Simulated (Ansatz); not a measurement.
Pulling on the Be1–Br3 bond in BeBrCl (SMILES [Cl][Be][Br]) (multiplicity 1 held, fragments rigid). Energies count from the point at 1.957 Å.
Geometry at that point (charge 0, multiplicity 1):
```xyz
3

Be     0.00000     0.00000    -0.67601
Cl     0.00000     0.00000    -2.47867
Br     0.00000     0.00000     1.28118
```

Active spaces are followed from a long bond inwards.

Frozen-core correlation. Filled d and f shells under p-block atoms count as core.

Run with Ansatz (Gaussian basis) for Hartree–Fock, density functionals and correlated methods. 

Q: Estimate the energy at R = 6.263 Å that FIC-MRCISD on CASSCF(6,4)/def2-SVPD returns for this input.

A: 105.1 kcal/mol

Q: What is the computed energy at R = 6.263 Å (FIC-MRCISD+Q on CASSCF(6,4)/def2-SVPD)?

A: 106.5 kcal/mol

Doubts at one or more of the structures used: active orbitals that take no part (FIC-MRCISD on CASSCF(6,4)/def2-SVPD, FIC-MRCISD+Q on CASSCF(6,4)/def2-SVPD).

Ansatz is a quantum-chemistry and plane-wave program.
